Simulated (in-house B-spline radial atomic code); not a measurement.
I5+: [Kr] (4d3/2)4 (4d5/2)5 5s2 5p1 (with a hole in an inner shell)

Computed with a B-spline radial code for spherical atoms: Dirac-Hartree-Fock, average of the jj configuration, Fermi nucleus of rms radius 4.75 fm.

Screening seen three ways: the hydrogenic charge with the same mean radius, Z_r = [3n² - l(l+1)]/(2<r>), the one with the same energy, Z_e = n√(-2ε), and Slater's rules. Values are occupation-weighted means over j. An effective charge above Z reflects the relativistic contraction of the inner shells.

```tsv
shell	electrons	ε (eV)	<r> (bohr)	Z_r	Z_e	Slater
1s	2	-33432	0.02722	55.11	49.57	52.70
2s	2	-5323.6	0.1166	51.46	39.56	48.85
2p	6	-4785.1	0.1023	48.87	37.51	48.85
3s	2	-1172.8	0.3121	43.26	27.85	41.75
3p	6	-993.06	0.3104	40.28	25.63	41.75
3d	10	-721.13	0.2877	36.49	21.84	31.85
4s	2	-278.15	0.7355	32.63	18.09	25.25
4p	6	-218.14	0.7849	29.30	16.02	25.25
4d	9	-128.67	0.8903	23.59	12.30	14.20
5s	2	-76.561	1.733	21.64	11.86	9.85
5p	1	-63.547	1.933	18.88	10.81	9.85
```

The least bound orbital is 5p3/2 at -62.91 eV, and it is also the most diffuse (<r> = 1.951 bohr). The part-filled 4d shell lies below the filled 5s shell in orbital energy.

For the 1s electron the small component carries 3.81 % of the norm, the zero-frequency Breit interaction raises the level by 81.78 eV, self-energy by 46.84 eV, and vacuum polarisation lowers it by 6.463 eV.

The density falls to 0.001 bohr⁻³ at 3.268 bohr; Σ<r²> = 26.515 bohr² gives, by the non-relativistic formula and without the paramagnetism of open shells, a Langevin diamagnetic susceptibility of -21×10⁻⁶ cm³/mol.
